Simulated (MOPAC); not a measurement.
MOPAC input (PM7):

```
PM7 FORCE THERMO(298,298) PRECISE LET CHARGE=-1 GEO-OK AUX(PRECISION=9) THREADS=1
H3BN

B    -0.75566967 1    0.21961169 1   -0.01120032 1
N     0.54335268 1   -0.09726147 1    0.00988684 1
H    -1.87820929 1    0.49341187 1   -0.02942332 1
H     1.29056750 1    0.55822441 1    0.04734257 1
H     0.90564849 1   -1.02341591 1   -0.00955881 1
```

From the last part of the output:

```
     H    5   0.788756   3.790291   0.040212   0.726669   4.571935

          HEAT OF FORMATION =     -15.703434 KCALS/MOLE

          ZERO POINT ENERGY      20.517 KCAL/MOL

           NORMAL COORDINATE ANALYSIS (Total motion = 1 Angstrom)

   Root No.       1         2         3         4         5         6         7         8

                 1 B1      1 B2      2 B1      2 B2      1 A1      2 A1      3 A1      3 B2

                 543.0     648.2     819.4    1075.5    1250.4    1673.0    2713.6    2774.5

           1   -0.0000   -0.0000    0.0000    0.0000    0.2411   -0.0075   -0.0841   -0.0000
           2   -0.0000   -0.0662    0.0000    0.0756   -0.0000    0.0000   -0.0000   -0.0043
           3   -0.1000    0.0000    0.0431   -0.0000   -0.0000    0.0000    0.0000    0.0000
           4    0.0000   -0.0000   -0.0000   -0.0000   -0.1886   -0.0482    0.0106   -0.0000
           5    0.0000   -0.0042   -0.0000   -0.0720    0.0000    0.0000    0.0000   -0.0501
           6    0.0134    0.0000   -0.0868    0.0000    0.0000   -0.0000   -0.0000    0.0000
           7    0.0000    0.0000   -0.0000   -0.0000    0.3029   -0.0167    0.7924    0.0000
           8    0.0000    0.5373   -0.0000   -0.1596   -0.0000    0.0000   -0.0000    0.0031
           9    0.6334   -0.0000   -0.0629    0.0000   -0.0000    0.0000   -0.0000   -0.0000
          10    0.0000   -0.1587    0.0000   -0.2993   -0.1337    0.3839   -0.0186    0.2924
          11    0.0000    0.1153    0.0000    0.1745   -0.0014   -0.2602   -0.0534    0.3695
          12    0.1266   -0.0000    0.4036   -0.0000    0.0000    0.0000    0.0000   -0.0000
          13    0.0000    0.1587    0.0000    0.2993   -0.1337    0.3839   -0.0186   -0.2924
          14    0.0000    0.1153    0.0000    0.1745    0.0014    0.2602    0.0534    0.3695
          15    0.1266   -0.0000    0.4036   -0.0000   -0.0000   -0.0000   -0.0000   -0.0000

   Root No.       9

                 4 A1

                2854.3

           1    0.0113
           2   -0.0000
           3   -0.0000
           4    0.0292
           5    0.0000
           6    0.0000
           7   -0.0555
           8   -0.0000
           9   -0.0000
          10   -0.2359
          11   -0.3856
          12    0.0000
          13   -0.2358
          14    0.3856
          15   -0.0000

           MASS-WEIGHTED COORDINATE ANALYSIS (NORMAL COORDINATES)

   Root No.       1         2         3         4         5         6         7         8

                 1 B1      1 B2      2 B1      2 B2      1 A1      2 A1      3 A1      3 B2

                 543.0     648.2     819.4    1075.5    1250.4    1673.0    2713.6    2774.5

           1   -0.0000   -0.0000    0.0000    0.0000    0.7075   -0.0362   -0.3264   -0.0000
           2   -0.0000   -0.3373    0.0000    0.3921   -0.0000    0.0000   -0.0000   -0.0205
           3   -0.4444    0.0000    0.2093   -0.0000   -0.0000    0.0000    0.0000    0.0000
           4    0.0000   -0.0000   -0.0000   -0.0000   -0.6301   -0.2642    0.0466   -0.0000
           5    0.0000   -0.0242   -0.0000   -0.4249    0.0000    0.0000    0.0000   -0.2696
           6    0.0677    0.0000   -0.4801    0.0000    0.0000   -0.0000   -0.0000    0.0000
           7    0.0000    0.0000   -0.0000   -0.0000    0.2714   -0.0245    0.9393    0.0000
           8    0.0000    0.8362   -0.0000   -0.2527   -0.0000    0.0000   -0.0000    0.0045
           9    0.8595   -0.0000   -0.0934    0.0000   -0.0000    0.0000   -0.0000   -0.0000
          10    0.0000   -0.2470    0.0000   -0.4739   -0.1198    0.5640   -0.0220    0.4224
          11    0.0000    0.1794    0.0000    0.2763   -0.0012   -0.3822   -0.0633    0.5338
          12    0.1718   -0.0000    0.5988   -0.0000    0.0000    0.0000    0.0000   -0.0000
          13    0.0000    0.2470    0.0000    0.4739   -0.1198    0.5640   -0.0220   -0.4224
          14    0.0000    0.1794    0.0000    0.2763    0.0012    0.3822    0.0633    0.5338
          15    0.1719   -0.0000    0.5987   -0.0000   -0.0000   -0.0000   -0.0000   -0.0000

   Root No.       9

                 4 A1

                2854.3

           1    0.0569
           2   -0.0000
           3   -0.0000
           4    0.1670
           5    0.0000
           6    0.0000
           7   -0.0852
           8   -0.0000
           9   -0.0000
          10   -0.3618
          11   -0.5915
          12    0.0000
          13   -0.3618
          14    0.5915
          15   -0.0000

          DESCRIPTION OF VIBRATIONS

 VIBRATION          1    1B1         ATOM PAIR     ENERGY CONTRIBUTION    RADIAL
 FREQUENCY           542.97         B 1 -- H 3         +90.3% ( 97.2%)      0.0%
 TRANSITION DIPOLE   0.1650         B 1 -- N 2          +7.3% ( 27.7%)      0.0%
 TRAVEL (Ang.)       0.3571         N 2 -- H 5          +1.2% ( 11.3%)      0.0%
 REDUCED MASS        0.9740         N 2 -- H 4          +1.2% ( 11.3%)      0.0%
 EFFECTIVE MASS      2.3605
 FORCE CONSTANT      0.1692

 VIBRATION          2    1B2         ATOM PAIR     ENERGY CONTRIBUTION    RADIAL
 FREQUENCY           648.23         B 1 -- H 3         +54.0% ( 99.4%)      0.0%
 TRANSITION DIPOLE   0.7264         N 2 -- H 4         +21.4% ( 62.6%)      0.6%
 TRAVEL (Ang.)       0.4000         N 2 -- H 5         +21.4% ( 62.6%)      0.6%
 REDUCED MASS        0.6502         B 1 -- N 2          +3.1% ( 23.9%)      0.0%
 EFFECTIVE MASS      1.8275
 FORCE CONSTANT      0.1610

 VIBRATION          3    2B1         ATOM PAIR     ENERGY CONTRIBUTION    RADIAL
 FREQUENCY           819.36         N 2 -- H 4         +43.9% ( 59.2%)      0.0%
 TRANSITION DIPOLE   1.2994         N 2 -- H 5         +43.9% ( 59.2%)      0.0%
 TRAVEL (Ang.)       0.2835         B 1 -- N 2         +10.3% ( 28.7%)      0.0%
 REDUCED MASS        1.0238         B 1 -- H 3          +2.0% ( 12.6%)      0.0%
 EFFECTIVE MASS      3.0511
 FORCE CONSTANT      0.4050

 VIBRATION          4    2B2         ATOM PAIR     ENERGY CONTRIBUTION    RADIAL
 FREQUENCY          1075.53         N 2 -- H 4         +40.6% ( 78.1%)     12.7%
 TRANSITION DIPOLE   0.5034         N 2 -- H 5         +40.6% ( 78.1%)     12.7%
 TRAVEL (Ang.)       0.2641         B 1 -- N 2         +12.8% ( 43.9%)      0.0%
 REDUCED MASS        0.8989         B 1 -- H 3          +6.0% ( 30.1%)      0.0%
 EFFECTIVE MASS      4.0292
 FORCE CONSTANT      0.6126

 VIBRATION          5    1A1         ATOM PAIR     ENERGY CONTRIBUTION    RADIAL
 FREQUENCY          1250.43         B 1 -- N 2         +60.1% (108.7%)    100.0%
 TRANSITION DIPOLE   0.3227         B 1 -- H 3         +17.1% ( 58.0%)    100.0%
 TRAVEL (Ang.)       0.1047         N 2 -- H 5         +11.4% ( 47.5%)     32.7%
 REDUCED MASS        4.9229         N 2 -- H 4         +11.4% ( 47.5%)     32.7%
 EFFECTIVE MASS     12.6869
 FORCE CONSTANT      4.5352

 VIBRATION          6    2A1         ATOM PAIR     ENERGY CONTRIBUTION    RADIAL
 FREQUENCY          1672.98         N 2 -- H 4         +48.4% ( 59.9%)      3.2%
 TRANSITION DIPOLE   0.1877         N 2 -- H 5         +48.4% ( 59.9%)      3.2%
 TRAVEL (Ang.)       0.2832         B 1 -- N 2          +3.0% ( 14.9%)    100.0%
 REDUCED MASS        0.5025         B 1 -- H 3          +0.1% (  3.0%)    100.0%
 EFFECTIVE MASS      1.5695
 FORCE CONSTANT      0.8287

 VIBRATION          7    3A1         ATOM PAIR     ENERGY CONTRIBUTION    RADIAL
 FREQUENCY          2713.55         B 1 -- H 3         +96.4% ( 99.4%)    100.0%
```

The dipole moment of an ion depends on the origin.
